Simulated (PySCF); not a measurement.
**Functional dependence of a UV spectrum**

Species: GeH₇NSi.
Z-matrix (Å and degrees, PBE0-D3(BJ)/def2-SVP geometry), rows numbered from 1:
```
N 
Ge  1  1.8465
Si  2  2.3824  1  107.13
H   1  1.0178  2  113.37  3   176.66
H   1  1.0174  2  113.50  3   -59.98
H   2  1.5536  1  114.41  3   122.14
H   2  1.5410  1  106.27  3  -119.54
H   3  1.4954  2  110.31  1   178.64
H   3  1.4965  2  109.71  1    59.21
H   3  1.4941  2  110.54  1   -60.68
```

Linear-response calculations in the def2-SVPD basis (PySCF; singlets by full response, triplets Tamm–Dancoff, core orbitals frozen in the response; HF means time-dependent Hartree–Fock). 'Strongest' is the level of largest summed f among the singlets computed (10 roots, of which the last may lack a degenerate partner); it can jump between rows when another state enters that window. S1 is the lowest singlet of each run and needn't be the same state throughout; f(S1) is that of one state. The structure is a single PBE0-D3(BJ)/def2-SVP conformer in the gas phase; no vibrational or solvent corrections. The LDA/def2-SVPD calculation is non-relativistic and has no spin–orbit coupling, an omission that weighs most on germanium.

```json
{"functional": "LDA", "kind": "LDA", "S1 (eV)": "5.07", "f(S1)": "0.004", "strongest (eV)": "6.89", "T1 (eV)": "4.85", "HOMO (eV)": "-6.03", "gap (eV)": "4.97", "ionisation energy, ΔSCF (eV)": "9.22"}
{"functional": "PBE", "kind": "GGA", "S1 (eV)": "5.13", "f(S1)": "0.004", "strongest (eV)": "6.92", "T1 (eV)": "4.86", "HOMO (eV)": "-5.94", "gap (eV)": "5.03", "ionisation energy, ΔSCF (eV)": "9.11"}
{"functional": "B3LYP", "kind": "global hybrid, 20% exact exchange", "S1 (eV)": "5.63", "f(S1)": "0.007", "strongest (eV)": "7.64", "T1 (eV)": "5.30", "HOMO (eV)": "-7.09", "gap (eV)": "6.72", "ionisation energy, ΔSCF (eV)": "9.37"}
{"functional": "PBE0", "kind": "global hybrid, 25% exact exchange", "S1 (eV)": "5.79", "f(S1)": "0.008", "strongest (eV)": "7.86", "T1 (eV)": "5.42", "HOMO (eV)": "-7.32", "gap (eV)": "7.19", "ionisation energy, ΔSCF (eV)": "9.37"}
{"functional": "CAM-B3LYP", "kind": "range-separated hybrid", "S1 (eV)": "5.96", "f(S1)": "0.009", "strongest (eV)": "8.07", "T1 (eV)": "5.58", "HOMO (eV)": "-8.69", "gap (eV)": "9.40", "ionisation energy, ΔSCF (eV)": "9.55"}
{"functional": "wB97X-D", "kind": "range-separated hybrid", "S1 (eV)": "6.07", "f(S1)": "0.011", "strongest (eV)": "8.20", "T1 (eV)": "5.77", "HOMO (eV)": "-9.20", "gap (eV)": "10.74", "ionisation energy, ΔSCF (eV)": "9.52"}
{"functional": "LC-wPBE", "kind": "range-separated hybrid", "S1 (eV)": "6.44", "f(S1)": "0.010", "strongest (eV)": "8.63", "T1 (eV)": "5.96", "HOMO (eV)": "-10.04", "gap (eV)": "11.83", "ionisation energy, ΔSCF (eV)": "9.72"}
{"functional": "HF", "kind": "Hartree–Fock", "S1 (eV)": "7.11", "f(S1)": "0.011", "strongest (eV)": "8.59", "T1 (eV)": "6.40", "HOMO (eV)": "-10.47", "gap (eV)": "12.70", "ionisation energy, ΔSCF (eV)": "not settled"}
```

Task: What does BHandHLYP (global hybrid, 50% exact exchange) give?

Result: S1 (eV) 6.26, f(S1) 0.010, strongest (eV) 8.28, T1 (eV) 5.83, HOMO (eV) -8.59, gap (eV) 9.14, ionisation energy, ΔSCF (eV) 9.43. S1 runs from 5.07 eV (LDA) to 7.11 eV (HF), a spread of 2.04 eV, while the orbital gap spreads over 7.7 eV. Along PBE (0%), B3LYP (20%), PBE0 (25%), BHandHLYP (50%), HF (100%) S1 rises with the share of exact exchange. −ε(HOMO) comes closest to its own ΔSCF ionisation energy with wB97X-D (-0.32 eV) and misses most with LDA (-3.19 eV). 'Not settled' means that the ion's SCF failed to converge or may have ended in another state than the lowest.

Without π bonds the low states are Rydberg-like; a valence basis with one diffuse set may place them up to an eV too high.
